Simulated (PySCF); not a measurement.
# How exact exchange moves a shielding

Molecule: SMILES [AlH2-]([C]#C)[N+]#C, C3H4AlN.

Geometry:
```json
{"atom": "C1", "x (Å)": "-2.573", "y (Å)": "-0.324", "z (Å)": "-0.156"}
{"atom": "C2", "x (Å)": "-1.509", "y (Å)": "0.244", "z (Å)": "0.037"}
{"atom": "Al3", "x (Å)": "0.169", "y (Å)": "1.169", "z (Å)": "0.344"}
{"atom": "N4", "x (Å)": "1.418", "y (Å)": "-0.414", "z (Å)": "-0.092"}
{"atom": "C5", "x (Å)": "2.090", "y (Å)": "-1.310", "z (Å)": "-0.340"}
{"atom": "H6", "x (Å)": "-3.514", "y (Å)": "-0.817", "z (Å)": "-0.324"}
{"atom": "H7", "x (Å)": "0.602", "y (Å)": "1.412", "z (Å)": "1.860"}
{"atom": "H8", "x (Å)": "0.657", "y (Å)": "2.183", "z (Å)": "-0.786"}
{"atom": "H9", "x (Å)": "2.719", "y (Å)": "-2.158", "z (Å)": "-0.576"}
```

GIAO shieldings (ppm, equivalent atoms averaged) in PySCF 2.14 on the PBE0-D3(BJ)/def2-SVP geometry, basis pcSseg-2, gas phase, non-relativistic:

```tsv
functional	exact exchange (%)	σ(Al3)
BLYP	0	434.4
BP86	0	437.4
PBE	0	436.8
B3LYP	20	441.7
PBE0	25	447.0
BHandHLYP	50	454.5
HF	100	482.3
```

Q: Fit each shielding as a line in the percentage of exact exchange.

A: σ(Al3) = 435.1 + 0.45 x (rms 2.0 ppm). The functionals also differ in their semilocal parts, which the line can't hold; Hartree–Fock has no correlation at all.

Q: What does the line predict for mPW1PW91 (25 %), and what does the run give?

A: σ(Al3): 446.4 predicted, 447.6 computed ppm.
